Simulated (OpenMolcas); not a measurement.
**Pd2+ in a point-charge field**

Pd2+ among 5 point charges of -1.5 e arranged as a trigonal bipyramid (D3h), 1.96 Å from the ion, with the axial distance 2.215 Å.

```yaml
Program: OpenMolcas 26.06
Method: "SS-CASPT2, IPEA 0.25 Eh, imaginary shift 0.1 Eh (closed shells correlated: 4s 4p)"
Basis: ANO-RCC-VTZP [7s6p4d2f1g]
Scalar_Hamiltonian: DKH2, point nucleus
Active_space: 8 electrons in 5 orbitals (4d)
State_averaging: 2S+1 = 3 even, 10 roots; 2S+1 = 1 even, 15 roots
Spin-orbit_coupling: RASSI with atomic mean-field integrals over the reference wave functions
```

The lowest spin-free states (labels of D3, the rotations of D3h), above the lowest:

```tsv
State	Degeneracy	E (cm-1)	Free-ion L (%)
3A1	1	0	F (100)
3A2	1	13	F (100)
3A2	1	1220	F (95)
3E	2	1510	F (100)
3E	2	1540	F (100)
1A1	1	5020	D (98)
1E	2	8810	D (100)
3A2	1	9450	P (95)
1E	2	10810	G (100)
1A1	1	11120	G (96)
1E	2	11150	D (84)
3E	2	12440	P (100)
1A1	1	14120	G (100)
1A2	1	14170	G (100)
1E	2	16250	G (84)
1E	2	17570	G (100)
1A1	1	35450	S (97)
```

The lowest levels with spin-orbit coupling:

```csv
E (cm-1),Degeneracy,Label,2S+1,g
0,2,E,3,0.00 0.00 9.95
1050,1,A2,3,
1060,1,A1,3,
1410,1,A1,3,
1540,2,E,3,0.00 0.00 4.81
1540,2,E,3,0.00 0.00 2.59
3680,1,A2,3,
3690,1,A1,3,
4060,2,E,3,0.00 0.00 3.30
4230,1,A1,3 (55 %),
4530,2,E,3,0.00 0.00 2.06
4730,1,A2,3,
5510,2,E,3,0.00 0.00 3.90
5920,2,E,3 (83 %),0.00 0.00 1.51
9310,1,A1,3 (57 %),
9910,2,E,3 (65 %),0.00 0.00 2.72
12070,1,A1,3 (85 %),
12230,2,E,3 (56 %),0.00 0.00 4.94
13430,2,E,1,0.00 0.00 7.96
13560,2,E,3 (67 %),0.00 0.00 3.06
```

Powder χT (cm3 K/mol): 3.09 at 2 K, 3.1 at 10 K, 3.15 at 50 K, 3.2 at 100 K, 3.31 at 200 K, 3.41 at 300 K. The effective moment at 300 K is 2.828 √(χT) = 5.22 μB.

The lowest level has 2S+1 = 3, for which the spin-only value is χT = S(S+1) / 2 = 1.000 cm3 K/mol (g = 2). The computed 3.412 at 300 K differs by +2.412, through orbital momentum, spin-orbit coupling and any other state in reach.

Roots that are degenerate in the reference are averaged as groups; the widest CASPT2 spread within a group is 99 cm-1 (the 2-fold group of multiplicity 1 near 16300 cm-1 above the lowest state of its run). Shifts and gaps below about the spread of the groups concerned are not significant. Over all roots computed the reference weight is 0.80 to 0.92; the roots of lowest weight are the least certain, and an intruder state may touch them. Spin-orbit coupling mixes the spin-free states strongly: the lowest level takes only 50 % from its leading state, 3A1. Real 4d8 and 5d8 ions are as a rule square planar and diamagnetic. This shell can be high or low spin here, a state of another spin lies low, and with metal d orbitals alone active their balance is uncertain, so the ground spin may be wrong. Point charges give a weaker field than real ligands, and real ions of this kind are as a rule low spin; the high spin found here belongs to the model. The ground term spreads over less than 5000 cm-1, several times less than with real ligands, so orbital moments are less quenched and χT lies further from the spin-only value than at real sites. Free-ion shares, where given, are those of the reference states; single-state CASPT2 does not remix them. Point charges carry no covalency, so the field is a model and not that of real ligands. No measured value stands beside these numbers.

With an even number of electrons the g values are those of a degenerate or nearly degenerate non-Kramers pair.
